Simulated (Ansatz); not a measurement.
```yaml
crystal:
  periodic: [false, false, false]
  atoms:
    - {symbol: O, position_ang: [1.728866, 0.184717, -0.829456]}
    - {symbol: Si, position_ang: [0.592801, -0.520226, 0.064165]}
    - {symbol: F, position_ang: [1.315904, -1.654324, 0.873815]}
    - {symbol: O, position_ang: [-0.894714, -0.836922, -0.533862]}
    - {symbol: C, position_ang: [-0.979983, 0.197012, 0.527653]}
    - {symbol: Cl, position_ang: [-1.474115, 1.776111, -0.078617]}
    - {symbol: H, position_ang: [1.447543, 0.894308, -1.412593]}
    - {symbol: H, position_ang: [-1.644203, -0.097775, 1.332995]}
basis:
  gaussian: {orbitals: def2-SVP}
magnetization: {spin_polarized: true, initial_magnetization: 2}
hamiltonian: {xc: {name: SPW92}}
```

```sh
$ ansatz run in.yaml --threads 4 --pin off --events-out ev --progress --plain --max-ram 10444MiB
```

Output, abridged:

```
Functional definition: SPW92
1099 factors; their error is unknown
mean field evaluation 1: about -28119.6702 eV, gradient 6.3e1 eV
mean field evaluation 2: about -28040.6038 eV, gradient 1.4e2 eV
mean field evaluation 4: about -28132.9829 eV, gradient 3.0e1 eV
mean field evaluation 8: about -28137.3646 eV, gradient 2.1e0 eV
mean field evaluation 16: about -28137.3283 eV, gradient 2.9e-3 eV
mean field -28137.32829026 eV, -1034.0277425008 hartree, gradient 2.1e-5 eV, S^2 2.001436; 6 other end points of the search recorded, 0 dependent functions left out
reference -28137.32832173 eV, -1034.0277436573 hartree; 33, 31 occupied and 69, 71 virtual orbitals, 1099 factors
Total energy: -28137.32832173 eV, -1034.0277436573 hartree
```

It took 1.4 s on 4 threads of an AMD EPYC 7B13 on a shared host, with 0.2 GiB of host memory at the peak.
